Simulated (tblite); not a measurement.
C₅H₅OS (doublet state).
Atom-mapped SMILES: `[S:1][CH2:2][c:3]1[cH:4][cH:5][cH:6][o:7]1` (hydrogens: H8, H9 on C2; H10 on C4; H11 on C5; H12 on C6)
Bond orders are those of one Lewis drawing.

Computed with GFN2-xTB (tblite), gas phase: L-BFGS steps from a force-field or distance-geometry start until the largest atomic force falls under 0.01 eV/Å.

Step 49: E = -558.1244 eV
```
atom  x, y, z in Å  |  force x, y, z in eV/Å
S1      2.5498    1.0741   -1.0448   -0.057  -0.132   0.104
C2      1.8739   -0.0735    0.1984    0.110   0.019   0.047
C3      0.3946   -0.0695    0.1216    0.028   0.125  -0.003
C4     -0.4651   -0.4371   -0.8758    0.022  -0.095  -0.005
C5     -1.7650   -0.1492   -0.4079   -0.004   0.064   0.077
C6     -1.6002    0.3891    0.8323   -0.023   0.093   0.016
O7     -0.2980    0.4520    1.1557   -0.027  -0.054  -0.018
H8      2.1909    0.2841    1.1821    0.005  -0.066  -0.095
H9      2.3000   -1.0638    0.0051   -0.049   0.155  -0.017
H10    -0.1998   -0.8701   -1.8145    0.039  -0.049  -0.116
H11    -2.6845   -0.3106   -0.9305   -0.024  -0.011   0.021
H12    -2.2954    0.7740    1.5523   -0.020  -0.049  -0.011
```

Step 50: E = -558.1260 eV
```
atom  x, y, z in Å  |  force x, y, z in eV/Å
S1      2.5612    1.0868   -1.0090    0.036   0.039  -0.075
C2      1.8721   -0.0746    0.1958    0.034   0.024   0.097
C3      0.3939   -0.0493    0.1157    0.027   0.066   0.028
C4     -0.4655   -0.4366   -0.8731    0.039  -0.080  -0.008
C5     -1.7657   -0.1575   -0.4048   -0.059   0.054   0.073
C6     -1.6018    0.4022    0.8258    0.007   0.062   0.062
O7     -0.2983    0.4776    1.1446   -0.059  -0.014   0.015
H8      2.2006    0.2479    1.1845   -0.010  -0.033   0.011
H9      2.2789   -1.0612   -0.0259    0.008  -0.014  -0.033
H10    -0.1992   -0.8685   -1.8094    0.058  -0.109  -0.182
H11    -2.6830   -0.3563   -0.9188   -0.025   0.048   0.029
H12    -2.2919    0.7889    1.5486   -0.056  -0.042  -0.017
```

Q: Estimate the geometry and energy of step 51. (The exact step hangs on the optimiser's Hessian estimate; all steps are aligned on step 50, rigid shifts and turns removed.)

A: E = -558.1281 eV, largest force 0.112 eV/Å
```
atom  x, y, z in Å  |  force x, y, z in eV/Å
S1      2.5584    1.1085   -0.9983   -0.009  -0.039   0.008
C2      1.8731   -0.0759    0.1958    0.055   0.019   0.041
C3      0.3942   -0.0540    0.1153    0.027   0.043   0.016
C4     -0.4662   -0.4468   -0.8718    0.020  -0.050  -0.006
C5     -1.7660   -0.1579   -0.4030   -0.006   0.039   0.051
C6     -1.6006    0.4073    0.8252   -0.004   0.038   0.021
O7     -0.2973    0.4780    1.1432   -0.022   0.000  -0.006
H8      2.1980    0.2367    1.1896    0.000  -0.038  -0.022
H9      2.2851   -1.0596   -0.0403   -0.021   0.068  -0.016
H10    -0.2018   -0.8850   -1.8088    0.032  -0.065  -0.086
H11    -2.6838   -0.3524   -0.9170   -0.040   0.037   0.023
H12    -2.2918    0.8005    1.5442   -0.032  -0.050  -0.024
```

The energy changes by -0.0021 eV. The first-order estimate −F·Δx gives -0.0031 eV and the mean of the old and new forces, exact on a quadratic surface, -0.0021 eV. The step makes an angle of 77° with the force vector and moves no atom by more than 0.024 Å.

What follows is the cost of the whole relaxation. The run took 0.33 s wall on one thread of an Arm Neoverse V2, no GPU, shared host.
